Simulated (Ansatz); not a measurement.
BF2H4NSi, SMILES `N[SiH2]B(F)F`. Total charge 0; spin multiplicity 1.

Z-matrix (Å, degrees):
```
Si
B 1 2.043
N 1 1.721 2 116.7
H 1 1.488 2 107.1 3 -121.5
H 1 1.488 2 107.1 3 121.5
F 2 1.323 1 122.7 3 0.4
F 2 1.323 1 121.7 3 -179.6
H 3 1.008 1 119.4 2 70.6
H 3 1.008 1 119.4 2 -70.3
```

Q: Give the diagnostics of a CCSD(T)/def2-TZVPP run (frozen core, the Gaussian-basis code of Ansatz). (Best estimate.)

A: Ansatz gave: T1 = 0.0128, largest single amplitude 0.036, largest double 0.026, (T) share of the correlation energy 3.1 %, 9 CCSD cycles. The RHF solution is stable towards an unrestricted one. T1 lies under the customary mark of 0.02 for closed shells.
